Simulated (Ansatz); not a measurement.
```yaml
crystal:
  periodic: [false, false, false]
  atoms:
    - {symbol: F, position_ang: [-1.117657, 1.412358, -0.968606]}
    - {symbol: C, position_ang: [-0.521086, 0.161413, -0.998656]}
    - {symbol: Sn, position_ang: [0.511873, -0.215396, 0.871002]}
    - {symbol: H, position_ang: [0.178917, 0.133509, -1.837521]}
    - {symbol: H, position_ang: [-1.299224, -0.587542, -1.166144]}
    - {symbol: H, position_ang: [-0.608231, -0.164784, 2.155033]}
    - {symbol: H, position_ang: [1.229651, -1.764447, 0.790891]}
    - {symbol: H, position_ang: [1.717959, 0.967689, 1.098201]}
basis:
  gaussian: {orbitals: STO-3G}
hamiltonian: {xc: {name: r2SCANh}}
accuracy: high
smearing: {width: 0.1}
```

```sh
$ ansatz run in.yaml --threads 2 --pin off --events-out ev --progress --plain --max-ram 4352MiB
```

(1) How does Ansatz answer? (Best estimate.)

Results:

(1) Ansatz gave: The program refused the input.
```
Error: YAML parse error: error: line 16 column 1: unknown field `smearing`, expected one of crystal, accuracy, basis, kpoints, hamiltonian, magnetization, projection, total_charge, correlation, batch, efield, external_charges, scf, relax, neb, saddle, md, ramp, phonons, dielectric, real_time, elastic, magnetic_configurations, gw, evaluate, workflow, output, checkpoint, execution
14 | hamiltonian: {xc: {name: r2SCANh}}
15 | accuracy: high
16 | smearing: {width: 0.1}
```
